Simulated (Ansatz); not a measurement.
F₂H₂OSi₂ (`F[Si]1(F)O[SiH2]1`), relaxed with RKS PBE0-D4/def2-TZVP in the Gaussian-basis code of Ansatz from a PBE-D4/def2-SVP geometry. The force threshold is 0.005 eV/Å; the program also tests the step.

Total charge 0; spin multiplicity 1.

Start:

```xyz
7

F     0.721    0.937    2.113
Si    0.662   -0.054    0.830
F     1.877   -1.105    1.055
O     0.667    0.728   -0.665
Si   -0.886   -0.124   -0.735
H    -2.078    0.785   -0.788
H    -0.964   -1.167   -1.810
```

**Question.** By how much does the energy fall, and how many steps does the optimiser take? (Best estimate.)

**Answer.** Ansatz gave: 12.66 kJ/mol, in 6 steps.

**Question.** Which bonds change most? (An estimate is asked.)

**Answer.** The calculation gave: O4–Si5 from 1.773 to 1.718 Å; F1–Si2 from 1.623 to 1.578 Å; Si2–F3 from 1.622 to 1.578 Å; Si2–O4 from 1.688 to 1.648 Å.

**Question.** Give the relaxed structure. (Best estimate.)

**Answer.** The calculation gave: 
```xyz
7

F     0.718    0.915    2.069
Si    0.655   -0.057    0.827
F     1.848   -1.070    1.036
O     0.641    0.698   -0.638
Si   -0.869   -0.118   -0.723
H    -2.045    0.780   -0.783
H    -0.948   -1.147   -1.787
```
